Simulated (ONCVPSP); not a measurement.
## Before and after: ONCV potential for Rh

```json
{
 "Element": "Rh",
 "Generator": "ONCVPSP 4.0.1",
 "Type": "optimised norm-conserving Vanderbilt (ONCV)",
 "Functional": "PBEsol",
 "Relativity": "scalar-relativistic",
 "Frozen core": "[Ar] 3d10",
 "Valence charge": "17",
 "Reference configuration": "4s2 4p6 4d7 5s2",
 "Partial waves": "4s+5s: rc 1.60 bohr, ncon 4, nbas 8, qcut 6.4 1/bohr, 2 projectors; 4p: rc 1.10 bohr, ncon 4, nbas 9, qcut 7.6 1/bohr, 2 projectors, debl 1.7 Ha; 4d: rc 2.15 bohr, ncon 4, nbas 9, qcut 7.5 1/bohr, 2 projectors, debl 1.3 Ha",
 "Local potential": "polynomial inside 0.80 bohr (lpopt 5, dvloc0 4 Ha)",
 "Core correction": "Teter function, fcfact 3.5, rcfact 1.75"
}
```

In the p channel the program set the typed energies aside and used -1.978, 0.250 Ha.

All-electron outer shells of the reference configuration (PBEsol, scalar-relativistic, ld1.x):

```tsv
shell	level (eV)	outermost node (bohr)	outermost maximum (bohr)
3d	-304.52	–	0.29
4s	-86.03	0.47	0.88
4p	-53.82	0.47	0.94
4d	-8.68	0.46	1.14
5s	-5.36	1.18	2.54
```

Change: d: qcut 4.7.

Cutoffs: the cutoffs (Ha) at which the residual kinetic energy of the hardest occupied pseudo-wave falls to 1 and 0.1 mHa per electron; they do not see the model core or the augmentation charge, which bear on the density cutoff. Errors are all-electron minus pseudo energies relative to the spin-unpolarised reference configuration.

Problem. Predict the effect on cutoff, ghosts and configuration errors.

Solution. The potential gets neither clearly harder nor softer (82 Ha and 215 Ha → 82 Ha and 215 Ha); the p channel sets the loose cutoff, while the largest relative change is in d, which becomes harder; of the 4 tests that both files solve, the error grows in 2 and shrinks in 2 by more than 15 % and 0.3 meV (median size 6.1 → 26.6 meV); neither file shows a bound ghost.

| quantity | base | changed |
| --- | --- | --- |
| cutoff, loose | 82 Ha | 82 Ha |
| cutoff, tight | 215 Ha | 215 Ha |
| loose cutoff by channel | s 17 Ha, p 82 Ha, d 20 Ha | s 17 Ha, p 82 Ha, d 57 Ha |
| bound ghosts | none | none |
| GHOST(+) flags under 300 eV | s at 58.5 eV | s at 58.5 eV |
| error for 4s2 4p6 4d8 5s1, meV [ΔE -2.45 eV] | +5.3 | +49 |
| error for 4s2 4p6 4d8 5s0, meV [ΔE 5.01 eV] | +6.8 | +83 |
| error for 4s2 4p6 4d7 5s0, meV [ΔE 24.52 eV] | -8.5 | -4.0 |
| error for 4s2 4p6 4d7 5s1, meV [ΔE 8.69 eV] | -1.9 | -0.4 |
| s: phases at 1.62 bohr within 0.05 rad from the reference energy up to (Ha; the scan ends near 5) | 1.5 | 1.5 |
| p: phases at 1.11 bohr within 0.05 rad from the reference energy up to (Ha; the scan ends near 5) | to the end of the scan | to the end of the scan |
| d: phases at 2.18 bohr within 0.05 rad from the reference energy up to (Ha; the scan ends near 5) | to the end of the scan | to the end of the scan |
| rms error of d²Exc/dni dnj with the model core, mHa | 3.28 | 3.45 |
